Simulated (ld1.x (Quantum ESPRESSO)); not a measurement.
nitrogen: one change to a PAW potential, before and after

ld1.x (Quantum ESPRESSO) 7.5 input, shortened:

```
&input
   title='N', zed=7., rel=1, dft='PBE', iswitch=3,
   config='[He] 2s2 2p3 3d-2'
 /
 &inputp
   pseudotype=3, lpaw=.true., tm=.true., lloc=-1, rcloc=1.30,
   nlcc=.true., new_core_ps=.true., rcore=0.55,
   which_augfun='GAUSS', rmatch_augfun=1.00
 /
6
2S  1  0   2.00   0.00  1.05  1.10  0.0
2S  1  0   0.00  -0.75  1.05  1.10  0.0
2P  2  1   3.00   0.00  1.15  1.40  0.0
2P  2  1   0.00   1.00  1.15  1.40  0.0
3D  3  2  -2.00  -0.15  1.00  1.15  0.0
3D  3  2  -2.00   1.00  1.00  1.15  0.0
 &test
   configts(1)='2s2 2p3'
 /
```

Change: waves 2p (bound): rcut 1.15, rcutus 1.28 bohr; 2p channel at 1 Ry: rcut 1.15, rcutus 1.28 bohr.

Cutoffs: the cutoffs (Ry, on a coarse ladder) from which the occupation-weighted sum of valence levels, in a spherical-Bessel basis at the reference potential, stays within 10 and 1 mRy of its value at 400 Ry; they do not see the model core or the augmentation charge, which bear on the density cutoff. Errors are all-electron minus pseudo energies relative to the spin-unpolarised reference configuration.

Q: Predict the effect on cutoff, ghosts and configuration errors.

A: The potential gets neither clearly harder nor softer (35 Ry and 50 Ry → 40 Ry and 50 Ry); of the 7 tests that both files solve, the error grows in 4 and shrinks in 1 by more than 15 % and 0.3 meV (median size 0.7 → 1.1 meV); neither file shows a bound ghost.

| quantity | base | changed |
| --- | --- | --- |
| cutoff, loose | 35 Ry | 40 Ry |
| cutoff, tight | 50 Ry | 50 Ry |
| bound ghosts | none | none |
| error for 2s2 2p2, meV [ΔE 13.59 eV] | -0.7 | -0.4 |
| error for 2s2 2p1, meV [ΔE 42.45 eV] | -3.7 | -1.1 |
| error for 2s2 2p0, meV [ΔE 89.53 eV] | +2.5 | +5.0 |
| error for 2s2 2p2.5, meV [ΔE 5.09 eV] | -0.2 | -0.2 |
| error for 2s1 2p3, meV [ΔE 25.37 eV] | -1.0 | -1.5 |
| error for 2s1 2p4, meV [ΔE 11.51 eV] | -0.1 | -0.5 |
| error for 2s0 2p5, meV [ΔE 23.04 eV] | +0.1 | -1.9 |
| lowest overlap eigenvalue by channel | s 0.56, p 0.90, d 0.98 | s 0.56, p 0.95, d 0.98 |
